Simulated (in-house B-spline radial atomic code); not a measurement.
RPA and G0W0 for I2+, [Kr] 4d10 5s2 5p3, highest spin, as one setting changes: the highest l of the empty states. Start: PBE. A dash marks a level of low quasi-particle weight. Computed with a B-spline radial code for spherical atoms: all electrons, scalar-relativistic (spin-free one-electron X2C), finite nucleus, each spin shell either full or empty, empty states to the listed l with an (l + 1/2)⁻⁴ tail; G0W0 by contour deformation at full frequency.

Spin-orbit coupling, left out, splits p levels strongly here.

```tsv
highest l of the empty states	RPA summed (Eh)	RPA extrapolated (Eh)	G0W0 level (eV)
4	-3.4048	-4.0361	5p up -30.59
5	-3.6908	-4.0892	5p up -30.60
6	-3.8314	-4.073	5p up -30.59
7	?	?	?
8	-3.9475	-4.0447	5p up -30.58
9	?	?	?
10	-3.9868	-4.0328	5p up -30.57
11	-3.9968	-4.0302	5p up -30.57
```

(1) What belongs in the row for 7?

(2) What belongs in the row for 9?

Results:

(1) RPA summed (Eh): -3.9065; RPA extrapolated (Eh): -4.06; G0W0 level (eV): 5p up -30.58.

(2) RPA summed (Eh): -3.9717; RPA extrapolated (Eh): -4.0371; G0W0 level (eV): 5p up -30.57.
